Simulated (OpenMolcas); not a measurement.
Ho3+ among 7 point charges of -0.5 e arranged as a pentagonal bipyramid (D5h), 2.39 Å from the ion, with the axial distance 2.055 Å.

| Quantity | Value |
| --- | --- |
| Program | OpenMolcas |
| Method | CASSCF |
| Basis | ANO-RCC-VDZP [7s6p4d2f1g] |
| Scalar Hamiltonian | DKH2, point nucleus |
| Active space | 10 electrons in 7 orbitals (4f) |
| State averaging | 2S+1 = 5 even, 35 roots (30 in the spin-orbit step); 2S+1 = 3 even, 104 roots kept (CI in the orbitals of an earlier block); 2S+1 = 1 even, 31 roots kept (CI in the orbitals of an earlier block) |
| Spin-orbit coupling | state interaction with AMFI integrals over the reference wave functions |

(1) What is the spin-free ground state?

(2) Where is the first state of the same spin?

(3) What are the lowest two levels with spin-orbit coupling?

(4) What is χT at 300 K, and how does it compare with the textbook value?

## Answers

(1) A state of multiplicity 5, 2-fold in its orbital part, 100 % from free-ion I terms; it has the highest spin that f10 allows.

(2) A 4-fold state lies at 134 cm-1 above the ground state.

(3) A 2-fold level with g = 0.00, 0.00, 19.89, then a 2-fold level 107.4 cm-1 above it. Their leading multiplicities are 5 (94 %) and 5 (94 %).

(4) Hund's rules give f10 the level 5I8 with g = 1.250, so an isolated free-ion multiplet has χT = g² J(J+1) / 8 = 14.062 cm3 K/mol. The computed 13.919 at 300 K differs by -1 %, through the field's splitting, the mixing of terms and any other multiplet in reach.

High states are left out of the spin-orbit mixing, which shifts the levels that they would mix with. This is an electrostatic model: the charges have no orbitals. An unlabelled pair can be two single states that coincide in this model. A group larger than the point group allows holds several states that coincide in this model. The first state left out of the spin-orbit step lies near 45000 cm-1 above the lowest spin-free state of the reference (among the parities and spins computed), and the lists stop at four fifths of that energy or lower. No measured value stands beside these numbers.

With an even number of electrons the g values are those of a degenerate or nearly degenerate non-Kramers pair.
